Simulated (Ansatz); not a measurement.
Basis-set extrapolation for C$_{3}$H$_{6}$FNSi (`C=N/C(F)=C/[SiH3]`) (PBE0-D4/def2-TZVP geometry, frozen core, the Gaussian-basis code of Ansatz). Multiplicity 1, RHF reference.

```
                      def2-TZVPP   def2-QZVPP
                 HF  -559.991103  -560.011836
    MP2 correlation    -1.043366    -1.120922
CCSD(T) correlation    -1.132312      not run
```

Energies in hartree. Use E(X) = E(∞) + A·exp(−7.88·√X) for Hartree–Fock and E(X) = E(∞) + B·X^(−2.97) for correlation, with X = 3 and 4, and add CCSD(T) minus MP2 of the smaller set to the MP2 limit.

Question: What is the CCSD(T) energy at the basis-set limit?

Answer: HF limit: -560.011836 + (-0.020733) × 0.13774 = -560.01469. MP2 limit: -1.120922 + (-0.077556) × 0.74074 = -1.17837. Higher-order term: -1.132312 − (-1.043366) = -0.08895. Total: -561.28201 hartree, 4.32 eV below CCSD(T)/def2-TZVPP.
